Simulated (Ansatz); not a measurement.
`O[Si](F)(Cl)[TeH]` + HBr → `O[Si](F)(Cl)Br` + H₂Te at 400 K and 1 bar (ligand exchange at the Si–Te bond).

Gas-phase electronic energies from Ansatz, PBE0-D4/def2-TZVP geometries. CCSD(T)/CBS adds triple-zeta CCSD(T) − MP2 to the extrapolated MP2 energy (def2 sets, frozen cores). Elements past krypton have def2 core potentials. For Br, Te outer-core shells are correlated without core-valence functions, which leaves a few kJ/mol of doubt a bond. Scalar relativity is left out up to krypton. Each species was taken in one conformer, which may not be the lowest.

| species | CCSD(T)/CBS energy (Eh) | H − E (kJ/mol) | S (J/(mol·K)) |
| --- | --- | --- | --- |
| `O[Si](F)(Cl)[TeH]` | -1192.94963 | 104.3 | 411.2 |
| HBr | -2573.91920 | 27.6 | 207.2 |
| `O[Si](F)(Cl)Br` | -3497.97222 | 83.8 | 382.5 |
| H₂Te | -268.91024 | 45.0 | 239.1 |

H − E and S are ideal-gas, rigid-rotor, harmonic terms from PBE0-D4/def2-TZVP, for one conformer and one mirror image of each species. 1 Eh = 2625.50 kJ/mol, R = 8.31446 J/(mol·K).

Question: By hand: ΔE, ΔH, ΔS and ΔG.

Answer: ΔE = (-3497.97222) + (-268.91024) − (-1192.94963) − (-2573.91920) = -0.01363 Eh = -35.8 kJ/mol. Δ(H − E) = 83.8 + 45.0 − 104.3 − 27.6 = -3.1, so ΔH = -38.9 kJ/mol. ΔS = 382.5 + 239.1 − 411.2 − 207.2 = 3.2 J/(mol·K). ΔG = -38.9 − 400 × (3.2)/1000 = -40.2 kJ/mol.

Question: By hand: the equilibrium constant, and the temperature at which ΔG would vanish if ΔH and ΔS stayed fixed.

Answer: log₁₀ K = −ΔG/(RT ln 10) = 5.2. ΔH and −TΔS have one sign here, so there is no such temperature.

The number of gas molecules stays the same, so ΔS is small and ΔH decides. A doubt of 5 kJ/mol in ΔE shifts log₁₀ K by 0.7 here. Other conformers and mirror images would add mixing entropy, several J/(mol·K) or more a flexible species. These are equilibria of isolated gas molecules and say nothing of rates. Largest T1 diagnostic: 0.011 (customary marks: 0.02 for closed shells, 0.045 for open ones).

ΔS is within the doubt of such terms, so its sign, and with it that verdict, could turn.
